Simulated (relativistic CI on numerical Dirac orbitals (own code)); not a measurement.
**What each ingredient does to the levels of W17+**

Base calculation: Dirac-Coulomb-Breit CI, separate exchange-only KLI orbitals for each configuration, QED by a radiative potential, unscaled Slater integrals.

CI space (outside the closed core [Ar] 3d10): 4s²4p⁶4d¹⁰4f¹¹, 4s²4p⁶4d¹⁰4f¹⁰5s, 4s²4p⁶4d¹⁰4f¹⁰5p, 4s²4p⁶4d¹⁰4f¹⁰5d, 4s²4p⁶4d⁹4f¹², 4s²4p⁶4d¹⁰4f¹⁰6s, 4s²4p⁵4d¹⁰4f¹², 4s4p⁶4d¹⁰4f¹¹5s, 4s4p⁶4d¹⁰4f¹¹6s, 4p⁶4d¹⁰4f¹³, 4p⁶4d⁹4f¹⁴, 4p⁵4d¹⁰4f¹⁴. Double excitations out of closed p, d and f shells are left out; levels of such configurations are missing from the list, as are those of other unlisted configurations, and high levels can miss mixing partners.

Variants: (1) configuration mixing switched off. Shifts of the energy above 4s²4p⁶4d¹⁰4f¹¹ ⁴I°15/2, in cm⁻¹, for the lowest level and the first level of each name with at least 55 % of one term (blank where a level changes its place among those of its configuration and J or its character, or is not in the variant):

| Level | Base | Δ(1) |
| --- | --- | --- |
| 4s²4p⁶4d¹⁰4f¹¹ ⁴I°15/2 | 0.0 | 0.0 |
| 4s²4p⁶4d¹⁰4f¹¹ ⁴I°13/2 | 15784.6 | -17.1 |
| 4s²4p⁶4d¹⁰4f¹¹ ⁴I°11/2 | 22064.5 | +244.6 |
| 4s²4p⁶4d¹⁰4f¹⁰5s ⁶I17/2 | 22277.7 | +242.7 |
| 4s²4p⁶4d¹⁰4f¹⁰5s ⁶I15/2 | 32675.0 | +279.4 |
| 4s²4p⁶4d¹⁰4f¹⁰5s ⁶I13/2 | 42255.1 | +264.9 |
| 4s²4p⁶4d¹⁰4f¹¹ ⁴F°7/2 | 43625.7 | +257.0 |
| 4s²4p⁶4d¹⁰4f¹¹ ⁴F°5/2 | 46462.6 | +524.4 |
| 4s²4p⁶4d¹⁰4f¹⁰5s ⁶I11/2 | 48717.6 | +277.2 |
| 4s²4p⁶4d¹⁰4f¹⁰5s ⁴I15/2 | 49446.8 | +483.8 |
| 4s²4p⁶4d¹⁰4f¹¹ ²K°15/2 | 52669.8 | +249.4 |
| 4s²4p⁶4d¹⁰4f¹⁰5s ⁶I9/2 | 53653.9 | +285.1 |
| 4s²4p⁶4d¹⁰4f¹¹ ⁴G°11/2 | 54919.5 | +236.8 |
| 4s²4p⁶4d¹⁰4f¹⁰5s ⁶F11/2 | 56178.3 | +584.8 |
| 4s²4p⁶4d¹⁰4f¹¹ ²G°7/2 | 56562.7 | +511.5 |
| 4s²4p⁶4d¹⁰4f¹⁰5s ⁶I7/2 | 57804.8 | +278.5 |
| 4s²4p⁶4d¹⁰4f¹¹ ⁴G°9/2 | 58546.3 | +242.7 |
| 4s²4p⁶4d¹⁰4f¹⁰5s ⁴I13/2 | 62534.1 | +495.3 |
| 4s²4p⁶4d¹⁰4f¹⁰5s ⁶S5/2 | 63236.0 | +577.7 |
| 4s²4p⁶4d¹⁰4f¹⁰5s ⁶F9/2 | 63655.2 | +628.0 |
| 4s²4p⁶4d¹⁰4f¹¹ ²K°13/2 | 64514.6 | +403.8 |
| 4s²4p⁶4d¹⁰4f¹¹ ²P°1/2 | 64937.5 | +2511.5 |

At this charge transitions that keep the count of f electrons are usually good to a few per cent. Terms inside the open d or f shell come out 10 to 20 % too wide with unscaled integrals. Levels that differ in their count of f electrons can be misplaced by several ten thousand cm⁻¹, since the correlation energy of f electrons is missing or only estimated; rates across such gaps can be off by orders of magnitude.

Ionisation energy from one configuration of each of the two ions, the ground ones as tabulated or assumed: base 417.674 eV. The NIST ASD value (semi-empirical) is 420.7 ± 1.4 eV.

LS names give the leading component of a level, which can be under half, so a name can repeat, a term be missing and a line seem to break the LS rules.
